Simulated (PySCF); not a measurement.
Spinor energies of Lu⁶⁶⁺ (lutetium, charge +66)

Start: [He] 2s2 2p1; 2p1/2 filled at m_j = +1/2. Calculated with PySCF 2.14 in an uncontracted even-tempered set (16 s from 51 bohr⁻², ratio 2.4; 13 p from 66 bohr⁻², ratio 2.4; 5 d from 210 bohr⁻², ratio 2.6; 4 f from 320 bohr⁻², ratio 2.6): generalised Hartree-Fock with the X2C-1e Hamiltonian and a Gaussian nucleus; one run each with spin-orbit coupling (SO) switched off, then screened by Boettger's factors.

| spinor shell | electrons | ε, spin-free (eV) | ε, screened SO (eV) | weight of nominal j (screened SO) | rms radius, screened SO (bohr) |
| --- | --- | --- | --- | --- | --- |
| 1s1/2 | 2 | -71163.8 | -71132.1 | 1.000 | 0.0218 |
| 2s1/2 | 2 | -17329.9 | -17320.1 | 1.000 | 0.0848 |
| 2p1/2 | 1 | -16268.1 | -17139.1 | 1.000 | 0.0714 |

```tsv
quantity	spin-free	screened SO
E (hartree)	-7285.86269	-7317.86749
M_J	1/2	1/2
⟨J²⟩	1.102	0.750
⟨L²⟩	2.000	2.000
⟨S²⟩	0.750	0.750
```

Each row is a mean over spinors that exchange with the open shell spreads, by up to 19.865 eV (2s1/2).

Breit and QED terms are absent; they matter most for the inner s and p1/2 levels.

Densities and radii are taken from the X2C orbitals without a picture-change correction, which distorts them close to the nucleus.

Without spin-orbit coupling the j labels of p, d and f shells carry no meaning; the spin-free column gives the mean over the occupied spinors of each nl shell, and its ⟨J²⟩ belongs to a mixture of degenerate components.
